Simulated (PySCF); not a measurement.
**Löwdin shares of the frontier orbitals**

Compound: C6H11F3.
Cartesian coordinates in Å at the PBE0-D3(BJ)/def2-SVP level; atoms count from 1:
```
atom  x, y, z in Å
C1     1.0549   -1.0358   -0.9658
C2     0.6493   -0.4217    0.3696
C3     1.7537    0.4937    0.8677
F4     1.4367    1.0307    2.0931
C5    -0.7034    0.3137    0.3631
C6    -0.8784    1.3244   -0.7639
C7    -1.8801   -0.6408    0.3904
F8    -1.7495   -1.5439    1.3897
F9    -1.9849   -1.3420   -0.7688
H10    1.9926   -1.6041   -0.8633
H11    1.2184   -0.2662   -1.7367
H12    0.2825   -1.7215   -1.3367
H13    0.5588   -1.2312    1.1131
H14    1.9332    1.3255    0.1628
H15    2.6948   -0.0732    0.9703
H16   -0.7608    0.8477    1.3266
H17   -0.0505    2.0477   -0.7842
H18   -0.9262    0.8299   -1.7447
H19   -1.8079    1.9004   -0.6357
H20   -2.8360   -0.1060    0.5390
```

Method: TDDFT CAM-B3LYP/def2-SVPD, vertical, gas phase, core orbitals frozen in the response (PySCF).

Frontier orbitals with the atoms that hold most of them (Löwdin shares over 4%, at most four atoms; ? is withheld):

| orbital | ε (eV) | atoms |
| --- | --- | --- |
| LUMO+2 | 1.83 | F4 12%, C3 10%, C1 10%, H14 8% |
| LUMO+1 | 1.67 | H20 15%, C7 11%, H15 8%, C1 7% |
| LUMO | 1.18 | ? |
| HOMO | ? | ? |
| HOMO-1 | -10.69 | C2 20%, C3 14%, F4 11%, H13 10% |
| HOMO-2 | -11.13 | C5 19%, C1 14%, C2 14%, C6 13% |
| HOMO-3 | -11.50 | F4 24%, C2 12%, F8 10%, C3 8% |

Q: Which atoms hold the HOMO, and with what shares?

A: C2 (bonded to 3 C and H) 14%; C5 (bonded to 3 C and H) 14%; C7 (bonded to C, 2 F and H) 12%; C3 (bonded to C, F and 2 H) 12%.

Q: Which atoms hold the LUMO, and with what shares?

A: C6 (bonded to C and 3 H) 16%; C3 (bonded to C, F and 2 H) 9%; H19 (bonded to C) 8%; C1 (bonded to C and 3 H) 8%. By element: carbon 33% or more, hydrogen 8% or more.

Q: What is the HOMO energy, and the HOMO–LUMO gap?

A: ε(HOMO) = -10.46 eV; the gap is 11.64 eV (0.4279 hartree).

Q: How does S1 compare with the orbital gap of 11.64 eV?

A: S1 is at 8.90 eV (f = 0.0039), 2.75 eV below the gap, made of HOMO→LUMO (86%). 

Next come S2 at 8.99 eV (f 0.0051), HOMO-1→LUMO (69%), HOMO-1→LUMO+2 (8%); S3 at 9.19 eV (f 0.083), HOMO→LUMO+1 (46%), HOMO→LUMO+2 (24%), HOMO-3→LUMO (12%); S4 at 9.38 eV (f 0.021), HOMO→LUMO+2 (37%), HOMO→LUMO+1 (25%), HOMO→LUMO+3 (10%); S5 at 9.41 eV (f 0.0028), HOMO-2→LUMO (36%), HOMO-1→LUMO+2 (25%), HOMO-1→LUMO+1 (9%).

One conformer stands for the species.
